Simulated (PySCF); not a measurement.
Cartesian coordinates in Å; atom numbers follow the order of the lines, from 1:
```xyz
19

C     1.9223   -0.3191   -1.5800
C     2.1229    0.2513   -0.3976
C     1.0834    0.4874    0.5941
C     1.3453    1.0658    1.7655
C    -0.2960    0.0575    0.2591
C    -1.1809    0.9191   -0.3808
C    -2.4573    0.4645   -0.6702
N    -2.8849   -0.7504   -0.3718
C    -2.0438   -1.5689    0.2370
C    -0.7458   -1.2208    0.5737
H     0.9474   -0.6563   -1.8924
H     2.7277   -0.4701   -2.2782
H     3.1142    0.5796   -0.1124
H     0.5730    1.2380    2.4957
H     2.3401    1.3844    2.0281
H    -0.8742    1.9199   -0.6451
H    -3.1768    1.1027   -1.1671
H    -2.4335   -2.5528    0.4647
H    -0.0930   -1.9227    1.0703
```

Calculated, not measured (PySCF 2.14): GIAO PBE0/pcSseg-1 shieldings, GFN2-xTB geometry. Single conformer, one averaged value for each set of equivalent atoms, isolated molecule, relativity neglected.

Scale: ¹³C and ¹H against TMS; NH3 for ¹⁵N (reference shieldings calculated alike).

```tsv
atoms	nucleus	count	δ (ppm)
N8	¹⁵N	1	357.9
H12	¹H	1	5.63
H14	¹H	1	?
C4	¹³C	1	?
C3	¹³C	1	?
H13	¹H	1	6.91
H16/H19	¹H	2	7.24
C6/C10	¹³C	2	129.8
H17/H18	¹H	2	9.01
C5	¹³C	1	156.0
C2	¹³C	1	147.6
H11	¹H	1	4.82
C1	¹³C	1	?
C7/C9	¹³C	2	155.5
H15	¹H	1	?
```

Problem. Complete the table.

Solution. 
- C3: 158.1 ppm, fully substituted alkene carbon; an sp2 carbon of a C=C bond
- C1: 128.1 ppm, terminal =CH2 carbon; an sp2 carbon of a C=C bond
- C4: 125.5 ppm, terminal =CH2 carbon; an sp2 carbon of a C=C bond
- H15: 5.63 ppm, hydrogen on a terminal =CH2 carbon; a vinylic proton, deshielded by the sp2 carbon and the C=C anisotropy
- H14: 5.31 ppm, hydrogen on a terminal =CH2 carbon; a vinylic proton, deshielded by the sp2 carbon and the C=C anisotropy

Shifts are as computed. Against solution values, carbons near 30 ppm lie about +3 ppm off and those near 130 ppm about +5 ppm. Of 1211 compounds with measured shifts, 218 miss one by over three times the rms of a fit or turn the order of signals round; such compounds aren't used in these exercises. Experimental scales use liquid or dissolved standards, which lie at an offset from isolated NH3 (liquid NH3: subtract about 20 ppm). Unscaled 15N shifts of sp2 nitrogen come out 20 to 40 ppm too high even then.
